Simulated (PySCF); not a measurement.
Working out the ionisation energy of Kr

Kr [Kr] (1S) → Kr⁺ [Ar] 3d10 4s2 4p5 (2P). Calculation: PySCF 2.14, in x2c-QZVPPall (11s8p5d4f1g, 97 functions); scalar relativity by spin-free X2C-1e. Frozen: [Ne]. Energies in hartree (1 hartree = 27.21139 eV):

| part | Kr (lower) | Kr⁺ (upper) |
| --- | --- | --- |
| UHF | -2788.272760 | -2787.793762 |
| MP2 opposite-spin | -0.638454 | -0.609866 |
| MP2 same-spin | -0.321568 | -0.307559 |

What does Hartree-Fock give?

(-2787.793762) − (-2788.272760) = 0.478998 hartree = 13.034 eV.

What do MP2 and SCS-MP2 (6/5 opposite-spin, 1/3 same-spin) give?

The opposite-spin parts differ by 0.778 eV and the same-spin parts by 0.381 eV. MP2: 13.034 + (0.778) + (0.381) = 14.193 eV. SCS-MP2: 13.034 + 1.2 × (0.778) + (0.381)/3 = 14.095 eV.

Measured between the centres of the two terms (NIST): 14.222 eV, so MP2 (valence and next inner shell) is off by -0.029 eV.

What remains against the reference includes basis incompleteness, the frozen core and correlation beyond second order.
